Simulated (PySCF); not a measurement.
Stationary points of MoO2Br

Computed with PBE0/[Mo def2-TZVP with ECP28, O def2-TZVP, Br def2-TZVP], scalar-relativistic core potentials, density fitting, no spin–orbit coupling, PySCF.

Relaxations began from a few typed shapes; open shells are unrestricted. The search is not exhaustive: other isomers or separated fragments can lie lower, and high-lying points may rest on an excited occupation.

Q: Which is the lowest minimum found?
A. doublet C2v: Mo–Br 2.414 Å, Mo–O 1.677 Å (×2); Br–Mo–O 123.5° (×2), O–Mo–O 113.0°
B. doublet Cs: Mo–Br 2.405 Å, Mo–O 1.673 Å (×2); Br–Mo–O 118.1° (×2), O–Mo–O 111.3°

A: B. The others lie at 3.8 (doublet C2v, a saddle point) kJ/mol above it.

Formally Mo is in oxidation state +5, d1, with 1 unpaired electron. The Mulliken spin on Mo is 1.05. The polar-tensor charge on Mo, 1.79, is far below the formal one.

For the lowest minimum: open d and f shells are described by one determinant, and the ground state may have another occupation or spin.
